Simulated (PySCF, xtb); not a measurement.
C2H3O2, SMILES [CH2]OC=O, multiplicity 2. The values are those of a single conformer.

Harmonic wavenumbers (cm⁻¹) from GFN2-xTB run with xtb at its own minimum, in rising order: 271, 286, 400, 485, 712, 870, 984, 1109, 1184, 1318, 1348, 1725, 2880, 3119, 3199.

### Question
What does PBE-D3(BJ)/def2-SVP (PySCF) give at its own minimum? (The exact figures need the calculation; the answer reports its results.)

### Answer
253, 279, 314, 406, 726, 922, 996, 1127, 1190, 1342, 1383, 1784, 2994, 3109, 3276. Paired by order, the mean absolute difference is 41 cm⁻¹ and the zero-point energies are 28.4 and 28.7 kcal/mol.
